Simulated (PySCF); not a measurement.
# Worked example: oscillator strength and radiative lifetime

C₄F₈O, SMILES FC1(C(F)(OC(F)(F)C1(F)F)F)F.

Geometry optimised at ωB97X-D3(BJ)/def2-SVP. One conformer was computed; it need not be the lowest.

TDA-PBE0/def2-SVP (PySCF) puts the first singlet state with f over 0.02 at 10.11 eV (vertical), with the transition dipole (-0.124, -0.267, -0.223) in atomic units.

Problem. Find the oscillator strength, the wavelength and the radiative lifetime that this transition would have in vacuum if emission retraced absorption.

Solution. 
|μ|² = 0.1364 au, so |μ| = 0.94 D. ΔE = 10.11/27.211 = 0.3715 hartree. f = (2/3) ΔE |μ|² = 0.034 (the program prints 0.034).
λ = 1239.84/10.11 = 123 nm; ν = 81543 cm⁻¹.
Einstein's coefficient A = 0.6670 ν² f s⁻¹ (ν in cm⁻¹) = 1.5e8 s⁻¹, so τ = 1/A = 6.7 ns. This state is S2; the lower singlet has f = 0.006. The figure is the radiative limit of this one transition; relaxation, internal conversion, crossing to triplets and a medium change what is measured.
